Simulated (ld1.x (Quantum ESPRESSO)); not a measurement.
Ba, TM: configuration errors across variants

ld1.x (Quantum ESPRESSO) 7.5 input, shortened:

```
&input
   title='Ba', zed=56., rel=1, dft='PBESOL', iswitch=3,
   config='[Xe] 5d0 6s1.5 6p0'
 /
 &inputp
   pseudotype=2, tm=.true., lloc=-2, rcloc=2.15,
   nlcc=.false.
 /
3
5S  1  0   2.00   0.00  2.85  2.85  0.0
5P  2  1   6.00   0.00  2.70  2.70  0.0
5D  3  2   0.00   0.00  4.10  4.10  0.0
 &test
   configts(1)='5s2 5p6 5d0 6s1.5 6p0'
 /
```

Occupied shells without a wave of their own: 6s. They enter only through the test configuration that unscreens the potential.

All-electron excitation energies from the reference (eV): (1) 5s2 5p6 5d0 6s2 6p0 -2.147; (2) 5s2 5p6 5d0 6s1 6p0 3.234; (3) 5s2 5p6 5d0 6s0 6p0 13.128; (4) 5s2 5p6 5d0.5 6s1.5 6p0 -1.505; (5) 5s2 5p6 5d1 6s1 6p0 -0.806; (6) 5s2 5p6 5d0 6s1 6p1 -0.097; (7) 5s2 5p6 5d1 6s0 6p0 3.886.

For the base: The 6s level has no wave, so the channel is fitted at the deeper level alone: the likely source of the large errors.

Tests that are not counted but printed errors over 1 eV. “all radii scaled by about 1.21 (s 3.44, p 3.26, d 4.94 bohr); local potential all-electron potential smoothed inside 2.60 bohr (lloc = -2)”: 5s2 5p6 5d1 6s1 6p0 (an occupied level unbound or not found, printed error -3.5 eV).

The file “all radii scaled by about 0.78 (s 2.24, p 2.12, d 3.20 bohr); local potential all-electron potential smoothed inside 1.68 bohr (lloc = -2)” misses its own reference levels by 0.3 eV. The file “all radii scaled by about 0.82 (s 2.36, p 2.22, d 3.38 bohr); local potential all-electron potential smoothed inside 1.78 bohr (lloc = -2)” misses its own reference levels by 0.3 eV. The file “all radii scaled by about 1.11 (s 3.16, p 3.00, d 4.56 bohr); local potential all-electron potential smoothed inside 2.38 bohr (lloc = -2)” misses its own reference levels by 0.7 eV. The file “all radii scaled by about 1.21 (s 3.44, p 3.26, d 4.94 bohr); local potential all-electron potential smoothed inside 2.60 bohr (lloc = -2)” misses its own reference levels by 1.4 eV. The file “all radii scaled by about 1.30 (s 3.72, p 3.52, d 5.34 bohr); local potential all-electron potential smoothed inside 2.80 bohr (lloc = -2)” misses its own reference levels by 0.7 eV.

Errors AE − PS in meV (a dash: test not solved or not reliable):

| change | (1) | (2) | (3) | (4) | (5) | (6) | (7) | bound ghosts |
| --- | --- | --- | --- | --- | --- | --- | --- | --- |
| base | +78 | -109 | -478 | +1.3 | -66 | -71 | -300 | none |
| all radii scaled by about 0.78 (s 2.24, p 2.12, d 3.20 bohr); local potential all-electron potential smoothed inside 1.68 bohr (lloc = -2) | +133 | -184 | -810 | +3.2 | -109 | -115 | -498 | none |
| all radii scaled by about 0.82 (s 2.36, p 2.22, d 3.38 bohr); local potential all-electron potential smoothed inside 1.78 bohr (lloc = -2) | +130 | -180 | -789 | +2.5 | -109 | -113 | -492 | none |
| all radii scaled by about 0.95 (s 2.70, p 2.56, d 3.88 bohr); local potential all-electron potential smoothed inside 2.04 bohr (lloc = -2) | +110 | -153 | -666 | +1.5 | -95 | -95 | -422 | none |
| all radii scaled by about 1.11 (s 3.16, p 3.00, d 4.56 bohr); local potential all-electron potential smoothed inside 2.38 bohr (lloc = -2) | -305 | +408 | +1648 | +5.0 | +273 | +347 | +1093 | none |
| all radii scaled by about 1.21 (s 3.44, p 3.26, d 4.94 bohr); local potential all-electron potential smoothed inside 2.60 bohr (lloc = -2) | +609 | -840 | -3526 | – | – | -598 | -2423 | none |
| all radii scaled by about 1.30 (s 3.72, p 3.52, d 5.34 bohr); local potential all-electron potential smoothed inside 2.80 bohr (lloc = -2) | +313 | -427 | -1788 | +8.0 | -262 | -298 | -1193 | none |

Question: Give the same row for: all radii scaled by about 1.38 (s 3.94, p 3.72, d 5.66 bohr); local potential all-electron potential smoothed inside 2.96 bohr (lloc = -2).

Answer: +228, -310, -1299, +12, -173, -226, -854; bound ghosts: none.
